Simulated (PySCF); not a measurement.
**Question.** What does the PBE0-D3(BJ)/def2-SVP structure of `C[B@@H-]([NH3+])P` look like in three dimensions?

**Answer.** 
```xyz
13
CH9BNP angstrom
C      0.1802    1.6470   -0.4002
B      0.2626    0.3407    0.5308
N     -0.9308   -0.6867    0.0613
P      1.9104   -0.7731    0.4549
H     -0.7856    2.1820   -0.3252
H      0.3573    1.4313   -1.4702
H      0.9564    2.3685   -0.0994
H      0.0196    0.5375    1.7181
H     -0.8954   -1.5440    0.6167
H     -0.8392   -0.9517   -0.9219
H     -1.8510   -0.2595    0.1832
H      2.4197   -0.3896   -0.8286
H      2.7567    0.1195    1.1739
```

Any rigid rotation of these coordinates is as good. Atoms count from 1 in this order. P4 (three-coordinate phosphorus) is pyramidal (angles 100.3°, 97.0° and 94.2°, sum 291.5°, 0.79 Å off the plane of its three neighbours). B2 (four-coordinate boron) is distorted tetrahedral (angles from 103.5° to 118.4°). N3 (nitrogen bonded to B and 3 H) is tetrahedral (angles from 107.6° to 111.8°).

Bonds between heavy atoms (Å): C1–B2 1.606, B2–N3 1.643, B2–P4 1.990.

Method used: PBE0-D3(BJ)/def2-SVP geometry optimisation, gas phase (PySCF 2.14.0).

Point group: C1 (no symmetry element, even within 0.4 Å). PBE0-D3(BJ)/def2-SVP frequencies: not computed here. The numbers are those of one conformer (C1–B2–P4–H -22° and 74°).
